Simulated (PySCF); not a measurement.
## Se: ionisation energy

Se [Ar] 3d10 4s2 4p4 (3P) → Se⁺ [Ar] 3d10 4s2 4p3 (4S), as a difference of total energies. Calculation: PySCF 2.14, in aug-cc-pVDZ-DK (6s5p3d, 36 functions); the spin-free X2C one-electron Hamiltonian (Gaussian nucleus). Correlated levels: valence: [Ar] 3d10 frozen. The calculations carry no spin-orbit coupling.

| method | ionisation energy (eV) | error (eV) |
| --- | --- | --- |
| UHF | 8.530 | -1.105 |
| MP2 (valence) | 9.021 | -0.614 |
| SCS-MP2 (valence) | 9.040 | -0.595 |
| CCSD (valence) | 9.064 | -0.571 |
| CCSD(T) (valence) | 9.083 | -0.552 |
| CCSDT (valence) | 9.087 | -0.548 |

Reference: 9.635 eV (measured; NIST levels, between the centres of gravity of the two terms).

Errors of the correlated levels include the incompleteness of this basis and the frozen core.
